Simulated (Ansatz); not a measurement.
Species: sum formula SiN2H3Cl2, charge -1, multiplicity 1. It need not be the lowest isomer of its formula. Whether it binds its extra electron was not tested at this geometry. 
Geometry from a B3LYP-D3(BJ)/def2-TZVP (Ansatz, a first-principles code) optimisation:
```
Si
N 1 1.6141
H 2 1.0112 1 118.28
N 1 1.7354 2 113.19 3 -166.38
H 4 1.0097 1 115.75 2 177.18
H 4 1.0108 5 110.14 1 129.62
Cl 1 2.1668 2 121.21 3 75.10
Cl 1 2.1939 2 116.62 3 -42.96
```
Charge -1, spin multiplicity 1.

Parts of the frozen-core correlation energy in cc-pwCVTZ (Ansatz, hartree). Frozen orbitals: 17; correlated occupied orbitals by spin: 16 and 16; virtual: 272 and 272. No spin-orbit coupling. No relativistic terms.

| term | value |
|---|---|
| reference (HF) | -1318.85855 |
| MP2 opposite-spin | ___ |
| MP2 same-spin | ___ |
| CCSD correlation | ___ |
| (T) | -0.04439 |
| T1 diagnostic | 0.011 |
| largest doubles amplitude | 0.026 |

Q: Some entries are withheld; supply them.

A: 
- MP2 opposite-spin, value: -0.71043
- MP2 same-spin, value: -0.24012
- CCSD correlation, value: -0.98825
